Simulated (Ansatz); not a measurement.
Energy profile

The step: GaBr + HCl → GaCl + HBr; bonds formed: Ga1–Cl4, Br2–H3; bonds broken: Ga1–Br2, H3–Cl4 (atoms numbered as in the saddle structure below).

```csv
atom,x (Å),y (Å),z (Å)
Ga1,1.5343,0.4171,-0.4382
Br2,-0.9317,-0.4995,-1.3587
H3,-0.7075,-0.1893,0.2222
Cl4,0.1049,0.2716,1.5747
```

Electronic energies by CCSD(T) at an estimated basis limit (MP2 extrapolated from triple and quadruple zeta, plus CCSD(T) − MP2 in triple zeta), on PBE0-D4/def2-TZVP structures; GaHBrCl, singlet; no counterpoise correction. Program: Ansatz 0.2.0. Basis: def2-TZVPP and def2-QZVPP. Cores are frozen in the correlated methods. Filled d shells of the heavier atoms are correlated. The def2 sets are not built for correlating such inner shells, so the correlated values are less sure here. Extrapolation: Hartree–Fock as exp(−7.88 √X), correlation as X^−2.97.

Question: Give the profile in kcal/mol, counted from the separated reactants. (An estimate is asked for; the value comes from the calculation.)

Answer: Computed:
```json
{"point": "separated: GaBr (linked as [Ga][Br]; Ga1, Br2; singlet) + HCl (H3, Cl4; singlet)", "kcal/mol": "0.00"}
{"point": "start structure", "kcal/mol": "-4.54"}
{"point": "saddle", "kcal/mol": "3.49"}
{"point": "end structure", "kcal/mol": "-1.83"}
{"point": "separated: GaCl (linked as [Cl][Ga]; Ga1, Cl4; singlet) + HBr (Br2, H3; singlet)", "kcal/mol": "2.50"}
```

No T1 diagnostic of these runs exceeds 0.014.

For scale, one of the runs: CCSD(T)/def2-TZVPP, 152 basis functions, launched by `ansatz run in.yaml --threads 2 --pin off --events-out ev --progress --plain --max-ram 4352MiB`. Hardware: 2 CPU threads of an Intel Xeon Platinum 8375C, shared host. Wall time 36 s; peak host memory 0.98 GiB.
